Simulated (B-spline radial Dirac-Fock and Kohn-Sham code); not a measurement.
**Diagram lines of Nd⁴⁷⁺**

System: Nd⁴⁷⁺, configuration [Ne] 3s2 3p1.

Model: Dirac-Fock energy differences between relaxed states, corrected for Breit and QED terms. Program: a B-spline atomic structure program. A line energy is the difference of two single-hole energies; the list is a selection of electric-dipole transitions between resolved j subshells. Electron correlation is not included.

```
line  energy (eV)  wavelength (Å)
 Kα1      37539.8         0.33027
 Kα2      37008.1         0.33502
  Lη       5771.1          2.1484
  Lℓ       5239.4          2.3664
```

Values without a named source are computed, but for edge energies of neutral atoms, which are taken from tables.
